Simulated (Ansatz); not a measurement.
Reaction (formal exchange of groups at a Ge–Se bond): `[GeH3][SeH]` + `CCC(C)C#N` → `C[CH]([GeH3])C#N` + `CC[SeH]`

Gas-phase electronic energies from Ansatz, PBE0-D4/def2-TZVP geometries. CCSD(T)/CBS adds triple-zeta CCSD(T) − MP2 to the extrapolated MP2 energy (def2 sets, frozen cores). Functionals use def2-TZVPP. B3LYP here is the variant with VWN-RPA as its local correlation; programs differ in this. For Ge, Se outer-core shells are correlated without core-valence functions, which leaves a few kJ/mol of doubt a bond. Scalar relativity is left out up to krypton. Each species was taken in one conformer, which may not be the lowest.

| level | ΔE (kcal/mol) | difference from CCSD(T)/CBS |
| --- | --- | --- |
| r2SCAN-D4 | 20.2 | 0.9 |
| B3LYP-D4 | 19.5 | 0.2 |
| ωB97X-V | 20.4 | 1.1 |
| PBE | 19.1 | -0.2 |
| B3LYP | 19.8 | 0.5 |
| CCSD/def2-TZVPP | 19.6 | 0.3 |
| HF/def2-QZVPP | 23.1 | 3.8 |
| MP2/def2-QZVPP | 18.9 | -0.4 |
| HF/CBS(def2) | 23.1 | 3.8 |
| MP2/CBS(def2) | 19.0 | -0.3 |
| CCSD(T)/CBS | 19.3 | 0 |

Largest T1 diagnostic among the species: 0.012.

From PBE to PBE0 (25 % exact exchange), in def2-TZVPP and without D4, ΔE moves by +1.4 kcal/mol. In def2-TZVPP, CCSD(T) changes the Hartree–Fock value by −3.9 kcal/mol (the triples alone add −0.5 kcal/mol) and MP2 by −4.3 kcal/mol.
